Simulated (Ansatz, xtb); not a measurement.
**Relative energy of two structures of ClFH4Si3**

We compare a, a singlet given by its coordinates, with b, `F[Si][SiH2][SiH2]Cl`, a singlet. Both are isolated molecules in the gas phase, relaxed with B3LYP/6-31G*; the shapes shown needn't be the lowest conformers.

a (Å):

```yaml
atoms:
  - { symbol: Cl, position_ang: [0.5736, 1.4017, -2.6599] }
  - { symbol: F, position_ang: [0.0627, -0.4120, 1.9259] }
  - { symbol: Si, position_ang: [-0.3923, -0.2155, 0.3836] }
  - { symbol: Si, position_ang: [1.1443, 1.2385, -0.6474] }
  - { symbol: Si, position_ang: [3.2997, 1.1619, -0.2006] }
  - { symbol: H, position_ang: [-0.4297, -1.5428, -0.2836] }
  - { symbol: H, position_ang: [-1.7437, 0.4011, 0.3462] }
  - { symbol: H, position_ang: [3.5858, 1.2656, 1.2570] }
  - { symbol: H, position_ang: [4.2042, 2.0430, -0.9879] }
```

Close contacts (Å): Cl1–Si4 2.10, F2–Si3 1.62, Si3–Si4 2.35, Si4–Si5 2.20, Si3–H6 1.49, Si3–H7 1.49, Si5–H8 1.49, Si5–H9 1.49.

b (Å):

```yaml
atoms:
  - { symbol: Cl, position_ang: [3.1446, -1.0861, 0.4549] }
  - { symbol: F, position_ang: [-0.7416, -0.3388, 1.7374] }
  - { symbol: Si, position_ang: [-0.8983, -1.7908, 1.0023] }
  - { symbol: Si, position_ang: [-0.0690, -1.0074, -1.1700] }
  - { symbol: Si, position_ang: [1.9571, 0.1209, -0.7964] }
  - { symbol: H, position_ang: [-1.0213, -0.0189, -1.7683] }
  - { symbol: H, position_ang: [0.1367, -2.1013, -2.1651] }
  - { symbol: H, position_ang: [1.7372, 1.3995, -0.0740] }
  - { symbol: H, position_ang: [2.7644, 0.3935, -2.0147] }
```

Question: Estimate E(b) − E(a) at the level CCSD(T)/def2-SVP + ΔMP2/def2-TZVPP.

Answer: Too close to call at this level: CCSD(T)/def2-SVP + ΔMP2/def2-TZVPP gives E(b) − E(a) = +0.22 kcal/mol.

The same difference at several levels:

```json
{"level": "B3LYP/6-31G*", "geometry": "B3LYP/6-31G*", "E(b) − E(a) (kcal/mol)": "−2.54", "departure from the last row (kcal/mol)": "−2.77", "job, with rough time for the two": "optimisation, 99 s"}
{"level": "HF/def2-SVP", "geometry": "B3LYP/6-31G*", "E(b) − E(a) (kcal/mol)": "−9.41", "departure from the last row (kcal/mol)": "−9.64", "job, with rough time for the two": "part of the CCSD(T) run"}
{"level": "MP2/def2-SVP", "geometry": "B3LYP/6-31G*", "E(b) − E(a) (kcal/mol)": "−1.18", "departure from the last row (kcal/mol)": "−1.41", "job, with rough time for the two": "part of the CCSD(T) run"}
{"level": "CCSD(T)/def2-SVP", "geometry": "B3LYP/6-31G*", "E(b) − E(a) (kcal/mol)": "−1.78", "departure from the last row (kcal/mol)": "−2.00", "job, with rough time for the two": "single point"}
{"level": "CCSD(T)/def2-SVP + ΔMP2/def2-TZVPP", "geometry": "B3LYP/6-31G*", "E(b) − E(a) (kcal/mol)": "+0.22", "departure from the last row (kcal/mol)": "", "job, with rough time for the two": "single point, 36 s"}
```

The largest departure from CCSD(T)/def2-SVP + ΔMP2/def2-TZVPP is that of HF/def2-SVP, 9.64 kcal/mol. Levels run at GFN2-xTB geometries aren't shown. The last row adds to CCSD(T) the change of the MP2 difference between the two basis sets, here +2.00 kcal/mol.

With harmonic frequencies from B3LYP/6-31G* (ideal gas, rigid rotor, one conformer each, 1000 K, 1 atm): on the last row, ΔE + ΔZPE = +0.01 kcal/mol. A mode under 50 cm⁻¹ makes harmonic enthalpies and free energies unreliable, so none is given.

The correlated steps freeze 21 core orbitals. Codes used: Ansatz 0.2.0; the last row on 1 thread of Intel(R) Xeon(R) 6975P-C (Granite Rapids) on a shared host.
